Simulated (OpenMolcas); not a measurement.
**Rh3+: moving or changing the point charges**

Rh3+ among 4 point charges of -2.5 e arranged as a tetrahedron (Td), 2.51 Å from the ion.
```
   1.4491    1.4491    1.4491  -2.50
   1.4491   -1.4491   -1.4491  -2.50
  -1.4491    1.4491   -1.4491  -2.50
  -1.4491   -1.4491    1.4491  -2.50
```

* Program: OpenMolcas
* Method: SS-CASPT2, IPEA 0.25 Eh, imaginary shift 0.1 Eh (closed shells correlated: 4s 4p)
* Basis: ANO-RCC-VDZP [6s5p3d1f]
* Scalar Hamiltonian: DKH2, point nucleus
* Active space: 6 electrons in 5 orbitals (4d)
* State averaging: 2S+1 = 5 even, 5 roots; 2S+1 = 3 even, 45 roots; 2S+1 = 1 even, 50 roots
* Spin-orbit coupling: RASSI with atomic mean-field integrals over the reference wave functions

Runs around this geometry, states (labels of Td). Energies in cm-1 above the lowest state or level, χT in cm3 K/mol.

| R (Å) | q (e) | Ground state | First state of that spin | First gap with spin-orbit (degeneracies) | χT at 300 K | First state of another spin |
| --- | --- | --- | --- | --- | --- | --- |
| 2.26 | -1.62 | 5E | 5T2 1730 | 100 (1, 3) | 5.001 | 3T1 17940 |
| 2.04 | -2.5 | 5E | 5T2 3350 | 120 (1, 3) | 4.350 | 3T1 16830 |
| 2.51 | -2.5 | 5E | 5T2 1560 | 94 (1, 3) | 5.085 | 3T1 17990 |

Taking the first state of the same spin as R^-n, n = -ln(1560 / 3350) / ln(2.51 / 2.04) = 3.7 between the shortest and longest distance.

Roots that are degenerate in the reference are averaged as groups; the widest CASPT2 spread within a group is 270 cm-1 (the 3-fold group of multiplicity 3 near 45900 cm-1 above the lowest state of its run, R = 2.51, q = -2.5). Shifts and gaps below about the spread of the groups concerned are not significant. An orbital doublet at a regular site is open to a Jahn-Teller distortion, which this geometry leaves out. Point charges give a weaker field than real ligands, and real ions of this kind are as a rule low spin; the high spin found here belongs to the model. The ground term spreads over less than 5000 cm-1, several times less than with real ligands, so orbital moments are less quenched and χT lies further from the spin-only value than at real sites. Free-ion shares, where given, are those of the reference states; single-state CASPT2 does not remix them. Point charges carry no covalency, so the field is a model and not that of real ligands. No measured value stands beside these numbers.
